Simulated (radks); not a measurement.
Problem. The xenon ion Xe12+, 42 electrons, occupied as [Kr] 4d6 (the NIST ground configuration). Method: scalar-relativistic Kohn-Sham, LB94 model potential, spin-polarised, spherical densities, finite nucleus; open shells are filled with parallel spins first (spin-orbit coupling, left out, can overturn this in heavy ions); Fermi nuclear charge, rms radius 4.7859 fm; computed with a radial shooting solver on a logarithmic mesh with Libxc functionals. Some entries of the table are withheld. Estimate them.

| orbital | occ. | eigenvalue (hartree) | <r> (bohr) |
|---|---|---|---|
| 1s down | 1 | -1278.109 | 0.02662 |
| 1s up | 1 | -1278.106 | 0.02662 |
| 2s up | 1 | -207.2980 | 0.1144 |
| 2s down | 1 | -207.2826 | 0.1143 |
| 2p up | 3 | -187.1728 | 0.1000 |
| 2p down | 3 | -187.1653 | 0.10000 |
| 3s up | 1 | -49.81508 | 0.3053 |
| 3s down | 1 | -49.79958 | 0.3056 |
| 3p up | 3 | -43.29310 | 0.3029 |
| 3p down | 3 | -43.27426 | 0.3032 |
| 3d up | 5 | -33.62321 | 0.2786 |
| 3d down | 5 | -33.58751 | 0.2790 |
| 4s up | 1 | -15.82367 | 0.6961 |
| 4s down | 1 | -15.72937 | 0.6943 |
| 4p up | 3 | -13.69027 | 0.7325 |
| 4p down | 3 | -13.58898 | 0.7308 |
| 4d up | 5 | -10.53225 | (1) |
| 4d down | 1 | -10.42984 | (2) |
| 5s up | 0 | (3) | 1.361 |
| 5s down | 0 | (4) | 1.366 |
| 5p up | 0 | -6.68495 | (5) |
| 5p down | 0 | -6.62344 | (6) |

Solution. 
(1) 4d up <r> (bohr): 0.7926
(2) 4d down <r> (bohr): 0.7909
(3) 5s up eigenvalue (hartree): -7.47565
(4) 5s down eigenvalue (hartree): -7.40799
(5) 5p up <r> (bohr): 1.448
(6) 5p down <r> (bohr): 1.454
